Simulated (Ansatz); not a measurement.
The Al1–H2 bond of AlH5Si (SMILES [AlH2][SiH3]) is stretched (multiplicity 1, the rest rigid).
Geometry at rest (charge 0, multiplicity 1):
```xyz
7

Al     0.0339    -0.6045    -1.1593
H     -1.2881    -0.7373    -2.0206
H      1.3858    -1.1878    -1.7414
Si    -0.0279     0.5276     1.0239
H     -0.0393     2.0039     0.8270
H      1.1451     0.2081     1.8784
H     -1.2539     0.1849     1.7925
```

Correlated levels freeze the cores.

Programs: Ansatz (a first-principles code) with Gaussian orbitals. Values without a source in brackets are computed.

FIC-MRCISD+Q on CASSCF(2,2)/cc-pV(T+d)Z, total energies (hartree):

```json
[
 {"R (Å)": "1.583", "CASSCF": "-533.774217", "MRCISD": "-533.998558", "weight c² of the reference": "0.89367"},
 {"R (Å)": "2.771", "CASSCF": "-533.692275", "MRCISD": "-533.906759", "weight c² of the reference": "0.89379"},
 {"R (Å)": "5.067", "CASSCF": "-533.653446", "MRCISD": "-533.864464", "weight c² of the reference": "0.89384"}
]
```

Question: Add the Davidson correction (E_MRCISD − E_CASSCF)(1 − c²)/c² and give the energies above the first point at the three levels.

Answer: 
Corrections (hartree): -0.026692, -0.025487, -0.025062. Above the first point (kcal/mol):
- R = 2.771 Å: CASSCF 51.4, MRCISD 57.6, with the correction 58.4
- R = 5.067 Å: CASSCF 75.8, MRCISD 84.1, with the correction 85.2
